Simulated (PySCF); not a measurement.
# Correlation energy of F (fluorine, neutral)

[He] 2s1 2p6, 2S determinant (an excited configuration). Calculation: PySCF 2.14, in aug-cc-pVTZ; the non-relativistic Hamiltonian (point nucleus). Frozen: 1s2; 7 electrons correlated.

```tsv
level	correlation energy (mhartree)
CCSD	-323.90
(T)	-59.25
CCSD(T)	-383.15
```

Diagnostics: T1 = 0.040, D1 = 0.1439, largest double amplitude 0.385.

T1 exceeds 0.03, a sign that the reference determinant is poor. A double-excitation amplitude exceeds 0.15, a sign of near-degeneracy.

Cost of the coupled-cluster step: about 5 core-seconds, for 7 correlated electrons.

Iterations:

```
CC2 = 0
CCSD nocc = (np.int64(4), np.int64(3)), nmo = (45, 45)
frozen orbitals [[0], [0]]
max_cycle = 100
direct = 0
conv_tol = 1e-08
conv_tol_normt = 1e-06
diis_space = 8
diis_start_cycle = 0
Init t2, MP2 energy = -0.278735755634768
Init E_corr(UCCSD) = -0.278735755638197
cycle = 1  E_corr(UCCSD) = -0.289498175020836  dE = -0.0107624194  norm(t1,t2) = 0.0724771
cycle = 2  E_corr(UCCSD) = -0.299199554507098  dE = -0.00970137949  norm(t1,t2) = 0.047414
cycle = 3  E_corr(UCCSD) = -0.307871697359398  dE = -0.00867214285  norm(t1,t2) = 0.0367282
cycle = 4  E_corr(UCCSD) = -0.311741511511278  dE = -0.00386981415  norm(t1,t2) = 0.0272088
cycle = 5  E_corr(UCCSD) = -0.314234794683793  dE = -0.00249328317  norm(t1,t2) = 0.0243798
cycle = 6  E_corr(UCCSD) = -0.323220750619256  dE = -0.00898595594  norm(t1,t2) = 0.0193113
cycle = 7  E_corr(UCCSD) = -0.322683853154332  dE = 0.000536897465  norm(t1,t2) = 0.00573044
cycle = 8  E_corr(UCCSD) = -0.323884264349822  dE = -0.0012004112  norm(t1,t2) = 0.00333331
cycle = 9  E_corr(UCCSD) = -0.323866613835934  dE = 1.76505139e-05  norm(t1,t2) = 0.000802366
cycle = 10  E_corr(UCCSD) = -0.323881385741851  dE = -1.47719059e-05  norm(t1,t2) = 0.000284528
cycle = 11  E_corr(UCCSD) = -0.323899726731177  dE = -1.83409893e-05  norm(t1,t2) = 0.000103126
cycle = 12  E_corr(UCCSD) = -0.323894290699132  dE = 5.43603204e-06  norm(t1,t2) = 2.24936e-05
cycle = 13  E_corr(UCCSD) = -0.32389604029024  dE = -1.74959111e-06  norm(t1,t2) = 6.59819e-06
cycle = 14  E_corr(UCCSD) = -0.32389611207291  dE = -7.17826703e-08  norm(t1,t2) = 1.02133e-06
cycle = 15  E_corr(UCCSD) = -0.323896155587172  dE = -4.3514262e-08  norm(t1,t2) = 2.45256e-07
cycle = 16  E_corr(UCCSD) = -0.323896159978664  dE = -4.39149184e-09  norm(t1,t2) = 6.59447e-08
UCCSD converged
E(UCCSD) = -98.85245204695622  E_corr = -0.3238961599786641
UCCSD(T) correction = -0.0592503463218754
```
